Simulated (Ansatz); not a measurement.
`[NH2][Ge]([Cl])([Cl])[Cl]` + HCl → germanium tetrachloride + NH₃ at 500 K and 1 bar (ligand exchange at a Ge–N bond).

Computed with Ansatz on PBE0-D4/def2-TZVP structures; ΔE is electronic, products minus reactants. CBS: MP2 limit from def2 TZ/QZ plus the TZ coupled-cluster correction, frozen cores. This one scheme is used for every species. For Ge outer-core shells are correlated without core-valence functions, which leaves a few kJ/mol of doubt a bond. Scalar relativity is left out up to krypton. One conformer a species, not always the lowest.

```tsv
species	CCSD(T)/CBS energy (Eh)	H − E (kJ/mol)	S (J/(mol·K))
`[NH2][Ge]([Cl])([Cl])[Cl]`	-3511.50302	125.8	435.1
HCl	-460.38127	32.5	201.9
`[Cl][Ge]([Cl])([Cl])[Cl]`	-3915.39126	56.6	400.6
NH₃	-56.50880	108.2	211.8
```

H − E and S are ideal-gas, rigid-rotor, harmonic terms from PBE0-D4/def2-TZVP, for one conformer and one mirror image of each species. 1 Eh = 2625.50 kJ/mol, R = 8.31446 J/(mol·K).

**Question.** By hand: ΔE, ΔH, ΔS and ΔG.

**Answer.** ΔE = (-3915.39126) + (-56.50880) − (-3511.50302) − (-460.38127) = -0.01577 Eh = -41.4 kJ/mol. Δ(H − E) = 56.6 + 108.2 − 125.8 − 32.5 = 6.5, so ΔH = -34.9 kJ/mol. ΔS = 400.6 + 211.8 − 435.1 − 201.9 = -24.6 J/(mol·K). ΔG = -34.9 − 500 × (-24.6)/1000 = -22.6 kJ/mol.

**Question.** By hand: the equilibrium constant, and the temperature at which ΔG would vanish if ΔH and ΔS stayed fixed.

**Answer.** log₁₀ K = −ΔG/(RT ln 10) = 2.4. ΔG = 0 at ΔH/ΔS = 1419 K.

TΔS isn't small against ΔH here. A doubt of 5 kJ/mol in ΔE shifts log₁₀ K by 0.5 here. Other conformers and mirror images would add mixing entropy, several J/(mol·K) or more a flexible species. These are equilibria of isolated gas molecules and say nothing of rates. Largest T1 diagnostic: 0.009 (customary marks: 0.02 for closed shells, 0.045 for open ones).
